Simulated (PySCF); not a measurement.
Radial density of S⁺ (sulfur, charge +1)

LDA, [Ne] 3s2 3p3, high-spin 4S determinant. Calculation: PySCF 2.14, in cc-pVDZ-DK (4s3p1d, 18 functions); scalar relativity by spin-free X2C-1e.

```
r (bohr)  4πr²ρ (e/bohr)  4πr²(ρα − ρβ)
 0.00136         0.07249         0.0000
 0.00229          0.1940         0.0000
 0.00385          0.4971         0.0001
 0.00648           1.247         0.0001
  0.0109           2.977         0.0003
  0.0183           6.508         0.0009
  0.0308           12.18         0.0034
  0.0518           17.61         0.0148
  0.0872           17.11         0.0627
   0.147           12.22         0.2069
   0.247           15.19         0.3791
   0.415           16.41         0.1874
   0.698           5.784         0.1076
    1.17           3.096         1.4365
    1.97           2.429         1.5079
    3.32          0.3287         0.2473
    5.59        0.005162         0.0049
```

Densities and radii are taken from the X2C orbitals without a picture-change correction, which distorts them close to the nucleus.
